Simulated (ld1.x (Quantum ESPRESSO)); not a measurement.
# Before and after: TM potential for Bi (Z = 83)

ld1.x (Quantum ESPRESSO) 7.5 input, shortened:

```
&input
   title='Bi', zed=83., rel=1, dft='PBE', iswitch=3,
   config='[Xe] 4f14 5d10 6s2 6p2'
 /
 &inputp
   pseudotype=2, tm=.true., lloc=0,
   nlcc=.true., new_core_ps=.true., rcore=1.40
 /
2
6P  2  1   2.00   0.00  1.90  1.90  0.0
6S  1  0   2.00   0.00  1.40  1.40  0.0
 &test
   configts(1)='6s2 6p2'
 /
```

Change: all radii but the core radius scaled by about 0.87 (s 1.22, p 1.66 bohr).

Cutoffs: the cutoffs (Ry, on a coarse ladder) from which the occupation-weighted sum of valence levels, in a spherical-Bessel basis at the reference potential, stays within 10 and 1 mRy of its value at 400 Ry; they do not see the model core or the augmentation charge, which bear on the density cutoff. Errors are all-electron minus pseudo energies relative to the spin-unpolarised reference configuration.

**Question.** How do hardness, ghosts and transferability respond?

**Answer.** The bound ghosts move from d, p to d, p, s; the number of tests that count goes from 7 to 3; of the 3 tests that both files solve, the error grows in 1 and shrinks in 1 by more than 15 % and 0.3 meV (median size 41.7 → 26.9 meV).

```tsv
quantity	base	changed
cutoff, loose	110 Ry	160 Ry
cutoff, tight	180 Ry	over 300 Ry
loose cutoff by channel (10 mRy a level)	p 25 Ry, s 90 Ry	p 70 Ry, s 140 Ry
bound ghosts	p, d	p, s (extra level of the local part), d
tests counted (converged, no solver errors)	7 of 7	3 of 7
error for 6s2 6p1, meV [ΔE 15.25 eV]	-30	-27
error for 6s0 6p5, meV [ΔE 12.59 eV]	-173	-286
error for 6s1 6p3, meV [ΔE 10.82 eV]	-42	+5.6
```

Changed file: Tests not counted: 6s2 6p3 (solver errors, printed error -97.1 eV); 6s2 6p0 (solver errors, printed error -26.3 eV); 6s2 6p2.5 (solver errors, printed error -61.9 eV); 6s2 6p3.3 (solver errors, printed error -85.0 eV). A true bound ghost makes a file unfit for plane-wave use even where its test errors are small: the radial tests pick states by their node count and pass the ghost by. Where a test does run into it, the solver fails or the error is huge.
